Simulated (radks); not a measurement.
Results of a calculation; reference values are marked as such.
Isoelectronic series with 14 electrons, all held in the configuration [Ne] 3s2 3p2, which need not be the ground one along the series. Level of theory: Dirac Kohn-Sham, PBE, spin-unpolarised, spherical densities, finite nucleus; open shells fill j = l - 1/2 first; Fermi nuclear charge, rms radius of each element as measured or else 0.836 A^(1/3) + 0.57 fm (a radial shooting solver on a logarithmic mesh with Libxc functionals). Total energies (hartree) and mean radii <r> (bohr) (* marks an orbital that is empty in some or all of the ions):

ion    E (hartree)  3p3/2*   3p1/2   3s1/2
Si      -289.83857   2.800   2.791   2.164
P+      -341.54816   2.140   2.133   1.821
S2+     -397.80075   1.769   1.763   1.578
Cl3+    -458.59044   1.520   1.515   1.396
Ar4+    -523.91854   1.338   1.333   1.254
K5+     -593.79013   1.198   1.193   1.140
Ca6+    -668.21260   1.086   1.081   1.046
Sc7+    -747.19513  0.9938  0.9890  0.9662
Ti8+    -830.74831  0.9168  0.9121  0.8983
V9+     -918.88388  0.8514  0.8466  0.8395
Cr10+  -1011.61454  0.7949  0.7901  0.7881
Mn11+  -1108.95403  0.7457  0.7408  0.7427
Fe12+  -1210.91712  0.7023  0.6973  0.7023
Co13+  -1317.51927  0.6638  0.6587  0.6661
Ni14+  -1428.77717  0.6293  0.6242  0.6334
Cu15+  -1544.70759  0.5984  0.5931  0.6038
Zn16+  -1665.32930  0.5703  0.5650  0.5768
